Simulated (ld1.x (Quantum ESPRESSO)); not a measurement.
# What the settings do to the PAW potential of tin

Base potential:

```json
{
  "Element": "tin (Sn)",
  "Generator": "ld1.x (Quantum ESPRESSO) 7.5",
  "Type": "PAW",
  "Functional": "Wu–Cohen",
  "Relativity": "scalar-relativistic",
  "Frozen core": "[Ar] 3d10 4s2",
  "Valence charge": "20",
  "Reference configuration": "4p6 4d10 5s2 5p1 (charge +1)",
  "Partial waves": "5s (bound): rcut 1.35, rcutus 1.80 bohr; 5s channel at -0.35 Ry: rcut 1.35, rcutus 1.80 bohr; 4p (bound): rcut 1.15, rcutus 1.25 bohr; 5p (bound): rcut 1.15, rcutus 1.25 bohr; 4d (bound): rcut 1.10, rcutus 1.20 bohr; 4d channel at 0.85 Ry: rcut 1.10, rcutus 1.20 bohr",
  "Local potential": "all-electron potential smoothed inside 1.55 bohr (lloc = -2)",
  "Core correction": "a·sin(br)/r model core, default radius (ld1.x builds one for every PAW set, though the input has nlcc=.false.)",
  "Augmentation charge": "PSQ, inside the norm-conserving radii"
}
```

Cutoffs, loose and tight: the cutoffs (Ry, on a coarse ladder) from which the occupation-weighted sum of valence levels, in a spherical-Bessel basis at the reference potential, stays within 10 and 1 mRy of its value at 400 Ry. They do not see the model core or the augmentation charge, which bear on the density cutoff. Test errors are all-electron minus pseudo excitation energies from the reference, over the configurations 4p6 4d10 5s2 5p2; 4p6 4d10 5s2 5p0; 4p6 4d10 5s1 5p0; 4p6 4d10 5s0 5p0; 4p5 4d10 5s2 5p2; 4p6 4d10 5s0 5p4; 4p6 4d9 5s2 5p3. A dash means not determined; rows that change the core or the reference have their own tests.

A true bound ghost makes a file unfit for plane-wave use even where its test errors are small: the radial tests pick states by their node count and pass the ghost by.

```tsv
change	outcome	cutoff, loose	cutoff, tight	bound ghosts	largest test error (meV)
base	generated	100 Ry	180 Ry	s	-90
wave 4d channel at 0.85 Ry: rcut 1.10, rcutus 1.20 bohr becomes 4d channel at -2.37 Ry: rcut 1.10, rcutus 1.20 bohr	generated	100 Ry	180 Ry	s	-85
wave 4d channel at 0.85 Ry: rcut 1.10, rcutus 1.20 bohr becomes 4d channel at -2.28 Ry: rcut 1.10, rcutus 1.20 bohr	generated	100 Ry	180 Ry	s	-85
wave 4d channel at 0.85 Ry: rcut 1.10, rcutus 1.20 bohr becomes 4d channel at -2.19 Ry: rcut 1.10, rcutus 1.20 bohr	generated	100 Ry	180 Ry	s	-86
wave 4d channel at 0.85 Ry: rcut 1.10, rcutus 1.20 bohr becomes 4d channel at -1.97 Ry: rcut 1.10, rcutus 1.20 bohr	generated	100 Ry	180 Ry	s	-88
wave 4d channel at 0.85 Ry: rcut 1.10, rcutus 1.20 bohr becomes 4d channel at -1.78 Ry: rcut 1.10, rcutus 1.20 bohr	generated	100 Ry	180 Ry	s	-89
wave 4d channel at 0.85 Ry: rcut 1.10, rcutus 1.20 bohr becomes 4d channel at -1.33 Ry: rcut 1.10, rcutus 1.20 bohr	generated	100 Ry	180 Ry	s	-89
wave 4d channel at 0.85 Ry: rcut 1.10, rcutus 1.20 bohr becomes 4d channel at -0.78 Ry: rcut 1.10, rcutus 1.20 bohr	generated	100 Ry	180 Ry	s	-89
wave 4d channel at 0.85 Ry: rcut 1.10, rcutus 1.20 bohr becomes 4d channel at -0.1 Ry: rcut 1.10, rcutus 1.20 bohr	generated	100 Ry	180 Ry	s	-90
wave 4d channel at 0.85 Ry: rcut 1.10, rcutus 1.20 bohr becomes 4d channel at 1.8 Ry: rcut 1.10, rcutus 1.20 bohr	generated	100 Ry	180 Ry	s	-90
wave 4d channel at 0.85 Ry: rcut 1.10, rcutus 1.20 bohr becomes 4d channel at 3.77 Ry: rcut 1.10, rcutus 1.20 bohr	generated	100 Ry	180 Ry	s	-89
```
